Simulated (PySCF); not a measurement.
Compound: C7H7N.
Atom-mapped SMILES: `[CH2:1]=[CH:2]/[CH:3]=[CH:4]/[CH:5]=[CH:6]/[C:7]#[N:8]` (hydrogens: H9, H10 on C1; H11 on C2; H12 on C3; H13 on C4; H14 on C5; H15 on C6)

Structure optimised with GFN2-xTB, isolated species.

Question: Give the optimised bond lengths and angles.

Answer: 
```tsv
bond	length (pm)
C1=C2	133.3
C2–C3	143.6
C3=C4	134.8
C4–C5	142.9
C5=C6	134.7
C6–C7	140.1
C7≡N8	114.9
C1–H9	107.8
C1–H10	107.6
C2–H11	108.3
C3–H12	108.3
C4–H13	108.3
C5–H14	108.3
C6–H15	108.3
```

A selection of angles:
```tsv
angle	degrees
C1–C2–C3	123.5
C2–C3–C4	123.8
C3–C4–C5	123.4
C4–C5–C6	123.5
C5–C6–C7	122.4
C6–C7–N8	179.7
```

Torsions: C1–C2–C3–C4 180° (antiperiplanar); C2–C3–C4–C5 180° (antiperiplanar); C3–C4–C5–C6 180° (antiperiplanar); C4–C5–C6–C7 180° (antiperiplanar).

The 6 C–C bonds span 1.333 Å (C1=C2, drawn double) to 1.436 Å (C2–C3, drawn single), a spread of 0.103 Å. Of the pairs four or more bonds apart, H12···H14 is among the closest relative to their van der Waals radii: 2.45 Å, 102 % of the sum of Bondi's values. The 8 heavy atoms lie in one plane (0.001 Å rms).

Point group: Cs (every atom within 0.08 Å of its image). No frequency check. The numbers are those of one conformer.

These are computed values.
